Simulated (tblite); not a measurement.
Species: CH12GeOSi3.
SMILES with atom numbers: `[CH3:1][Si@@H:2]([OH:3])[GeH2:4][SiH2:5][SiH3:6]` (hydrogens: H7, H8, H9 on C1; H10 on Si2; H11 on O3; H12, H13 on Ge4; H14, H15 on Si5; H16, H17, H18 on Si6)

Computed with GFN2-xTB (tblite), gas phase: L-BFGS steps from a force-field or distance-geometry start until the largest atomic force falls under 0.01 eV/Å.

Step 38: E = -529.9024 eV
```
atom  x, y, z in Å  |  force x, y, z in eV/Å
C1     -1.8845   -0.6123    1.4929    0.008   0.009   0.014
Si2    -1.8955    0.4045   -0.1038   -0.007   0.020  -0.006
O3     -1.3356    1.8508    0.4052   -0.001  -0.003  -0.024
Ge4    -0.3662   -0.5392   -1.6192   -0.013   0.025   0.046
Si5     1.7377   -1.0748   -0.7226    0.032  -0.020   0.011
Si6     2.5304    0.7504    0.4625    0.006   0.001  -0.001
H7     -0.8758   -0.6664    1.8932    0.037  -0.053  -0.016
H8     -2.5045   -0.1740    2.2668   -0.076   0.021  -0.041
H9     -2.2327   -1.6247    1.3123    0.004   0.003   0.014
H10    -3.2512    0.5744   -0.6473   -0.004  -0.010   0.032
H11    -1.1459    2.5627   -0.1982   -0.014  -0.008  -0.021
H12    -0.9642   -1.6962   -2.3902   -0.026  -0.003   0.002
H13    -0.1650    0.4209   -2.7823   -0.005   0.014   0.000
H14     2.6661   -1.5395   -1.7626    0.012   0.002  -0.002
H15     1.5672   -2.2361    0.1660    0.009  -0.010  -0.011
H16     2.6566    1.9277   -0.4050    0.025   0.018  -0.011
H17     3.8389    0.5344    1.0834    0.012   0.004  -0.003
H18     1.6154    1.1436    1.5370    0.000  -0.010   0.016
```

Step 39: E = -529.9030 eV
```
atom  x, y, z in Å  |  force x, y, z in eV/Å
C1     -1.8875   -0.6100    1.4957    0.004   0.004   0.006
Si2    -1.8971    0.4032   -0.1034    0.001   0.018  -0.005
O3     -1.3413    1.8508    0.4057    0.001  -0.001  -0.021
Ge4    -0.3649   -0.5401   -1.6166   -0.017   0.053   0.011
Si5     1.7399   -1.0752   -0.7248    0.047  -0.022   0.005
Si6     2.5335    0.7488    0.4609    0.022   0.026   0.022
H7     -0.8795   -0.6666    1.8977    0.027  -0.040  -0.015
H8     -2.5102   -0.1695    2.2663   -0.063   0.019  -0.037
H9     -2.2368   -1.6220    1.3161   -0.002  -0.006   0.013
H10    -3.2509    0.5704   -0.6522   -0.007  -0.010   0.035
H11    -1.1521    2.5633   -0.1971   -0.013  -0.005  -0.025
H12    -0.9615   -1.6968   -2.3893   -0.027  -0.001   0.001
H13    -0.1640    0.4237   -2.7812   -0.011  -0.013   0.031
H14     2.6676   -1.5381   -1.7668    0.007   0.006   0.002
H15     1.5730   -2.2379    0.1620    0.007  -0.015  -0.006
H16     2.6599    1.9288   -0.4051    0.023  -0.002   0.002
H17     3.8435    0.5312    1.0820   -0.015   0.009  -0.017
H18     1.6197    1.1423    1.5385    0.015  -0.018  -0.005
```

Step 40: E = -529.9036 eV
```
atom  x, y, z in Å  |  force x, y, z in eV/Å
C1     -1.8904   -0.6077    1.4987   -0.002  -0.004  -0.006
Si2    -1.8987    0.4023   -0.1030    0.007   0.007   0.002
O3     -1.3468    1.8510    0.4056    0.003   0.006  -0.014
Ge4    -0.3639   -0.5400   -1.6135   -0.011   0.058  -0.023
Si5     1.7430   -1.0759   -0.7268    0.047  -0.012   0.001
Si6     2.5368    0.7477    0.4596    0.031   0.042   0.035
H7     -0.8827   -0.6681    1.9021    0.004  -0.019  -0.012
H8     -2.5171   -0.1647    2.2650   -0.036   0.013  -0.033
H9     -2.2409   -1.6194    1.3198   -0.008  -0.012   0.010
H10    -3.2508    0.5661   -0.6563   -0.013  -0.011   0.037
H11    -1.1585    2.5638   -0.1968   -0.011   0.001  -0.030
H12    -0.9596   -1.6973   -2.3883   -0.023   0.009   0.007
H13    -0.1632    0.4264   -2.7796   -0.015  -0.034   0.055
H14     2.6694   -1.5367   -1.7711    0.005   0.007   0.003
H15     1.5790   -2.2400    0.1578    0.005  -0.020   0.000
H16     2.6638    1.9300   -0.4052    0.020  -0.020   0.015
H17     3.8480    0.5281    1.0803   -0.031   0.013  -0.025
H18     1.6241    1.1407    1.5401    0.027  -0.024  -0.022
```

Task: Estimate the geometry and energy of step 41. (The exact step hangs on the optimiser's Hessian estimate; all steps are aligned on step 40, rigid shifts and turns removed.)

Result: E = -529.9043 eV, largest force 0.077 eV/Å
```
atom  x, y, z in Å  |  force x, y, z in eV/Å
C1     -1.8939   -0.6051    1.5022   -0.011  -0.013  -0.019
Si2    -1.9003    0.4013   -0.1023    0.011  -0.007   0.010
O3     -1.3534    1.8518    0.4050    0.006   0.013  -0.006
Ge4    -0.3628   -0.5389   -1.6103    0.004   0.039  -0.042
Si5     1.7475   -1.0768   -0.7292    0.032   0.006   0.001
Si6     2.5412    0.7471    0.4586    0.029   0.040   0.032
H7     -0.8866   -0.6704    1.9076   -0.027   0.007  -0.008
H8     -2.5259   -0.1590    2.2631    0.001   0.003  -0.029
H9     -2.2461   -1.6164    1.3241   -0.014  -0.015   0.006
H10    -3.2508    0.5608   -0.6605   -0.017  -0.010   0.039
H11    -1.1665    2.5645   -0.1976   -0.009   0.006  -0.035
H12    -0.9578   -1.6977   -2.3869   -0.017   0.027   0.016
H13    -0.1627    0.4290   -2.7767   -0.018  -0.041   0.063
H14     2.6717   -1.5352   -1.7761    0.007   0.008   0.000
H15     1.5863   -2.2430    0.1528    0.004  -0.022   0.004
H16     2.6686    1.9311   -0.4049    0.018  -0.031   0.023
H17     3.8526    0.5244    1.0777   -0.031   0.016  -0.025
H18     1.6301    1.1386    1.5415    0.030  -0.025  -0.030
```

The energy changes by -0.0007 eV. The first-order estimate −F·Δx gives -0.0010 eV and the mean of the old and new forces, exact on a quadratic surface, -0.0007 eV. The step makes an angle of 77° with the force vector and moves no atom by more than 0.011 Å.

The cost below is that of the whole relaxation. Hardware: Arm Neoverse N1, one thread, shared host with 64 logical CPUs at a one-minute load of 54. Cost: 1.4 s of wall time.
